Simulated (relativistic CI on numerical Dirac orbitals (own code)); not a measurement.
Ligand-field terms of d8

Computed with a parametric ligand-field model of a d^n configuration (Racah B and C, spin-orbit zeta, crystal field), exact diagonalisation.

Field parameters in Wybourne normalisation: D3d B²₀ = −7Dσ, B⁴₀ = −14Dq − 21Dτ, B⁴₃ = −14√(10/7) Dq; D4h B²₀ = −7Ds, B⁴₀ = 21(Dq − Dt), B⁴₄ = 21√(5/14) Dq; Oh B⁴₀ = 21Dq, B⁴₄ = √(5/14) B⁴₀. The field is a parameter set, without covalency.

(1) Ground term and bands for B = 970, C = 5020, ζ = 0 cm⁻¹, D4h, 10Dq = 9200, Ds = 3000, Dt = -160 cm⁻¹?

(2) Ground term and bands for B = 400, C = 1500, ζ = 0 cm⁻¹, D3d, 10Dq = 21250, Dσ = 1200, Dτ = -180 cm⁻¹?

(3) Ground term and bands for B = 360, C = 1310, ζ = 0 cm⁻¹, D3d, 10Dq = 25450, Dσ = -300, Dτ = 450 cm⁻¹?

(4) Ground term and bands for B = 690, C = 3040, ζ = 0 cm⁻¹, Oh, 10Dq = 18400 cm⁻¹?

(5) Ground term and bands for B = 640, C = 2820, ζ = 0 cm⁻¹, D4h, 10Dq = 37800, Ds = -640, Dt = -680 cm⁻¹?

## Answers

(1) Ground term 3B1 with 2.00 electrons in the two orbitals of the cubic e set. Spin-allowed: 3A2 8074 cm⁻¹ (1238 nm), 3E 9094 cm⁻¹ (1100 nm), 3B2 9200 cm⁻¹ (1087 nm), 3E 17458 cm⁻¹ (573 nm). Lowest spin-forbidden: 1A1 11050 cm⁻¹ (905 nm), 1B1 17399 cm⁻¹ (575 nm), 1A2 19680 cm⁻¹ (508 nm).

(2) Ground term 3A2 with 2.01 electrons in the two orbitals of the cubic e set. Spin-allowed: 3A1 20111 cm⁻¹ (497 nm), 3E 21012 cm⁻¹ (476 nm), 3A2 25250 cm⁻¹ (396 nm), 3E 25447 cm⁻¹ (393 nm). Lowest spin-forbidden: 1E 6101 cm⁻¹ (1639 nm), 1A1 11552 cm⁻¹ (866 nm), 1A1 26075 cm⁻¹ (384 nm).

(3) Ground term 3A2 with 2.00 electrons in the two orbitals of the cubic e set. Spin-allowed: 3A1 26644 cm⁻¹ (375 nm), 3E 27396 cm⁻¹ (365 nm), 3A2 30350 cm⁻¹ (329 nm), 3E 32226 cm⁻¹ (310 nm). Lowest spin-forbidden: 1E 5458 cm⁻¹ (1832 nm), 1A1 10533 cm⁻¹ (949 nm), 1A1 32219 cm⁻¹ (310 nm).

(4) Ground term 3A2 with 2.00 electrons in the two orbitals of the cubic e set. Spin-allowed: 3T2 18400 cm⁻¹ (543 nm), 3T1 25407 cm⁻¹ (394 nm), 3T1 40143 cm⁻¹ (249 nm). Lowest spin-forbidden: 1E 11448 cm⁻¹ (873 nm), 1A1 20529 cm⁻¹ (487 nm), 1T2 29705 cm⁻¹ (337 nm). With an A2 ground term the first spin-allowed band lies at |10Dq| itself.

(5) Ground term 3B1 with 2.00 electrons in the two orbitals of the cubic e set. Spin-allowed: 3B2 37800 cm⁻¹ (265 nm), 3E 42550 cm⁻¹ (235 nm), 3E 49248 cm⁻¹ (203 nm), 3A2 51024 cm⁻¹ (196 nm). Lowest spin-forbidden: 1A1 7888 cm⁻¹ (1268 nm), 1B1 10702 cm⁻¹ (934 nm), 1A1 23192 cm⁻¹ (431 nm).
